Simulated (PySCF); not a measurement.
TlI, SMILES [Tl][I].

Coordinates come from a PBE-D3(BJ)/def2-TZVP optimisation. The def2 effective core potentials stand for the cores of I, Tl; spin–orbit coupling is left out.

These are PBE-D3(BJ)/def2-TZVP (PySCF 2.14.0) values and carry that method's errors.

Frequencies are harmonic and unscaled.

Computed normal modes with their intensities:
| mode | ν (cm⁻¹) | IR (km/mol) | moving atoms (share of kinetic energy) |
|---|---|---|---|
| 1 | 143 | 19.8 | I 62 %, Tl 38 % |
